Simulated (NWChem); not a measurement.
Program: NWChem. System: C3H7Si, charge 0, spin multiplicity 2, at a geometry optimised with UB3LYP/def2-SVP. The structure started from a generated list of species. Its SCF solution wasn't tested for a lower state. Level: UCAM-B3LYP/def2-TZVP.

Output (cleaned and shortened):

```
             Northwest Computational Chemistry Package (NWChem) 7.3.0
             --------------------------------------------------------

                                NWChem Input Module
                                -------------------

 Scaling coordinates for geometry "geometry" by  1.889725989
 (inverse scale =  0.529177249)

 Turning off AUTOSYM since
 SYMMETRY directive was detected!

                             Geometry "geometry" -> ""
                             -------------------------

 Output coordinates in angstroms (scale by  1.889725989 to convert to a.u.)

  No.       Tag          Charge          X              Y              Z
 ---- ---------------- ---------- -------------- -------------- --------------
    1 C                    6.0000    -1.13611500     0.54804600     0.00000000
    2 C                    6.0000    -0.99917100    -0.95888600     0.00000000
    3 C                    6.0000     0.56432400    -1.10842300     0.00000000
    4 Si                  14.0000     0.70653700     0.80275300     0.00000000
    5 H                    1.0000    -2.08285100     1.09583000     0.00000000
    6 H                    1.0000    -1.47688200    -1.43430600    -0.88113800
    7 H                    1.0000    -1.47688200    -1.43430600     0.88113800
    8 H                    1.0000     0.95897800    -1.62201000     0.88975100
    9 H                    1.0000     0.95897800    -1.62201000    -0.88975100
   10 H                    1.0000     1.32645700     1.44692300     1.20213300
   11 H                    1.0000     1.32645700     1.44692300    -1.20213300

 Effective nuclear repulsion energy (a.u.)     157.8205160883

            Nuclear Dipole moment (a.u.)
            ----------------------------
        X                 Y               Z
 ---------------- ---------------- ----------------
     0.0000018897     0.0000151178     0.0000000000

      Symmetry information
      --------------------

 Group name             Cs
 Group number              2
 Group order               2
 No. of unique centers     8

      Symmetry unique atoms

     1    2    3    4    5    6    8   10


 Summary of "ao basis" -> "" (spherical)
 ------------------------------------------------------------------------------
       Tag                 Description            Shells   Functions and Types
 ---------------- ------------------------------  ------  ---------------------
 *                         def2-tzvp                  on all atoms
[...]
 overlap   0.990  0.990  0.979  0.979  0.972  0.992  0.981  0.999  0.985  0.999

   alpha     51     52     53     54     55     56     57     58     59     60
    beta     51     52     53     54     55     56     57     58     59     60
 overlap   0.995  0.998  0.996  0.999  0.998  0.999  1.000  0.999  0.999  1.000

   alpha     61     62     63     64     65     66     67     68     69     70
    beta     61     62     63     64     65     66     67     68     69     70
 overlap   0.998  1.000  1.000  0.995  0.981  0.988  0.978  0.997  0.990  0.992

   alpha     71     72     73     74     75     76     77     78     79     80
    beta     72     71     73     74     75     76     77     78     79     80
 overlap   0.973  0.998  0.984  0.995  0.999  0.976  0.984  0.993  0.993  0.999

   alpha     81     82     83     84     85     86     87     88     89     90
    beta     82     81     83     84     85     86     87     88     89     90
 overlap   0.953  0.999  0.950  0.999  1.000  0.999  1.000  0.980  0.979  1.000

   alpha     91     92     93     94     95     96     97     98     99    100
    beta     91     92     93     95     94     96     97     98     99    100
 overlap   0.985  0.944  0.984  0.942  0.999  0.999  0.999  0.999  0.999  0.999

   alpha    101    102    103    104    105    106    107    108    109    110
    beta    101    102    103    104    105    106    107    108    109    110
 overlap   0.999  1.000  0.994  0.993  0.999  0.999  0.998  0.999  0.995  0.998

   alpha    111    112    113    114    115    116    117    118    119    120
    beta    111    112    113    114    115    116    117    118    119    120
 overlap   0.996  0.999  0.999  1.000  0.998  0.997  0.998  0.998  0.997  1.000

   alpha    121    122    123    124    125    126    127    128    129    130
    beta    121    122    123    124    125    126    127    128    129    130
 overlap   0.997  0.988  0.956  0.969  0.996  0.996  0.989  0.992  0.989  0.991

   alpha    131    132    133    134    135    136    137    138    139    140
    beta    131    132    133    135    134    136    138    137    139    140
 overlap   0.995  0.989  0.998  0.990  0.852  0.849  0.994  0.997  0.987  0.974

   alpha    141    142    143    144    145    146    147    148    149    150
    beta    141    142    143    145    144    146    147    148    149    150
 overlap   0.982  0.990  0.997  0.990  0.999  0.986  0.997  0.997  0.998  0.999

   alpha    151    152    153    154    155    156    157    158    159    160
    beta    151    152    153    154    155    156    157    158    159    160
 overlap   1.000  0.999  0.999  0.999  0.997  0.998  1.000  1.000  0.999  0.999

   alpha    161    162    163    164    165    166    167    168    169    170
    beta    161    162    163    164    165    166    167    168    169    170
 overlap   0.999  1.000  1.000  1.000  1.000  1.000  1.000  1.000  1.000  1.000

   alpha    171    172
    beta    171    172
 overlap   1.000  1.000

     --------------------------
     Expectation value of S2:
     --------------------------
      <S2> =      0.7547 (Exact =     0.7500)

 center of mass
 --------------
 x =   0.01186013 y =   0.05554486 z =   0.00000000

 moments of inertia (a.u.)
 ------------------
         243.909779509039         -53.839917488145           0.000000000000
         -53.839917488145         233.891467472038           0.000000000000
           0.000000000000           0.000000000000         434.423343981190

     Multipole analysis of the density
     ---------------------------------

     L   x y z        total         alpha         beta         nuclear
     -   - - -        -----         -----         ----         -------
     0   0 0 0     -0.000000    -20.000000    -19.000000     39.000000

     1   1 0 0     -0.146322      0.885789     -1.032113      0.000002
     1   0 1 0     -0.212333     -0.534751      0.322403      0.000015
     1   0 0 1      0.000000      0.000000      0.000000      0.000000

     2   2 0 0    -24.885272    -80.640495    -75.277754    131.032977
     2   1 1 0     -0.455963    -15.633436    -16.540162     31.717635
     2   1 0 1      0.000000      0.000000      0.000000      0.000000
     2   0 2 0    -25.481550    -82.867126    -80.016834    137.402410
     2   0 1 1      0.000000      0.000000      0.000000      0.000000
     2   0 0 2    -25.708785    -24.990497    -22.238842     21.520553

 Task  times  cpu:      398.9s     wall:      398.9s

 Total times  cpu:      399.0s     wall:      399.0s
```

Question: Write an NWChem input that would produce this output.

Answer: Several could match; the one computed here: 
```
start mol
memory heap 200 mb stack 900 mb global 1100 mb
geometry units angstroms nocenter noautoz
  C     -1.136115     0.548046     0.000000
  C     -0.999171    -0.958886     0.000000
  C      0.564324    -1.108423     0.000000
  Si     0.706537     0.802753     0.000000
  H     -2.082851     1.095830     0.000000
  H     -1.476882    -1.434306    -0.881138
  H     -1.476882    -1.434306     0.881138
  H      0.958978    -1.622010     0.889751
  H      0.958978    -1.622010    -0.889751
  H      1.326457     1.446923     1.202133
  H      1.326457     1.446923    -1.202133
  symmetry group Cs
end
basis spherical
  * library def2-tzvp
end
dft
  xc xcamb88 1.00 lyp 0.81 vwn_5 0.19 hfexch 1.00
  cam 0.33 cam_alpha 0.19 cam_beta 0.46
  odft
  mult 2
  direct
  iterations 100
end
task dft energy
```
